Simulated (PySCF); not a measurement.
SMILES CB(C)/C=C/B(C)C (GFN2-xTB optimised geometry):

```
22

B      0.729    -1.720     0.000
C     -0.069    -3.083    -0.016
C      2.308    -1.720     0.000
C     -0.053    -0.380     0.000
C      0.214     0.703     0.755
B     -0.610     2.020     0.799
C     -1.922     2.201    -0.062
C     -0.105     3.203     1.716
H      0.386    -3.842     0.617
H     -0.047    -3.483    -1.030
H     -1.115    -2.988     0.266
H      2.666    -1.320     0.948
H      2.752    -2.705    -0.125
H      2.716    -1.066    -0.768
H     -0.938    -0.325    -0.629
H      1.085     0.630     1.401
H     -2.210     3.242    -0.190
H     -1.854     1.748    -1.049
H     -2.752     1.706     0.444
H      0.475     2.872     2.574
H     -0.908     3.844     2.075
H      0.554     3.842     1.126
```

Computed with PySCF with B3LYP/def2-SVP.

**Question.** What are the frontier orbital energies and the dipole moment?

**Answer.** HOMO-2 -8.18 eV, HOMO-1 -7.78 eV, HOMO -7.43 eV, LUMO -1.99 eV, LUMO+1 0.09 eV; dipole moment 0.57 D.

Meta-Löwdin charges at B3LYP/def2-SVP: B1 0.25, C2 -0.41, C3 -0.41, C4 -0.13, C5 -0.17, B6 0.23, C7 -0.41, C8 -0.41, H9 0.11, H10 0.12, H11 0.10, H12 0.12, H13 0.09, H14 0.11, H15 0.09, H16 0.08, H17 0.10, H18 0.10, H19 0.12, H20 0.10, H21 0.10, H22 0.12.
